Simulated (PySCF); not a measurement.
## How methods differ on the ionisation energy of Pb⁶⁵⁺

Pb⁶⁵⁺ [Ne] 3s2 3p5 (2P) → Pb⁶⁶⁺ [Ne] 3s2 3p4 (3P), as a difference of total energies. All numbers are calculated (PySCF 2.14, scalar relativity by spin-free X2C-1e, in an even-tempered Gaussian basis (17 s from 19 bohr⁻², ratio 2.5; 12 p from 25 bohr⁻², ratio 2.5; 4 d from 100 bohr⁻², ratio 2.7; 4 f from 150 bohr⁻², ratio 2.7)). Correlated levels: outer shells: 1s2 frozen; virtual orbitals above 40 to 60 times the deepest correlated orbital energy dropped. The calculations carry no spin-orbit coupling.

| method | ionisation energy (eV) |
| --- | --- |
| UHF | 7676.0 |
| MP2 (outer shells) | 7677.3 |
| SCS-MP2 (outer shells) | 7677.2 |
| CCSD (outer shells) | 7677.3 |
| CCSD(T) (outer shells) | 7677.3 |

Spin-orbit coupling is strong in these open shells (close to jj coupling). The scalar numbers leave it out and a first-order estimate fails, so it can dominate the gap to the real levels.

Breit and QED terms and the two-electron picture change are absent.

For comparison: 7500 ± 30 eV (theoretical estimate listed by NIST; NIST Atomic Spectra Database, ionization energies).
